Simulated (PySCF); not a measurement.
A structure optimised at PBE-D3(BJ)/def2-SVP, used in a PySCF frequency run:

```
Ga
O 1 1.7986
H 2 0.9756 1 112.12
C 1 1.9553 2 121.12 3 180.00
H 4 1.1063 1 109.66 2 0.00
H 4 1.1073 5 109.73 1 120.54
H 4 1.1073 5 109.73 6 118.91
Br 1 2.3239 2 114.98 3 0.00
```
Charge 0, spin multiplicity 1.

**Question.** Write its SMILES, formula and point group.

**Answer.** [CH3][Ga]([OH])[Br], CH4BrGaO, Cs

**Question.** What are its rotational constants (standard atomic weights)?

**Answer.** 5.4340, 1.5394, 1.2089 GHz
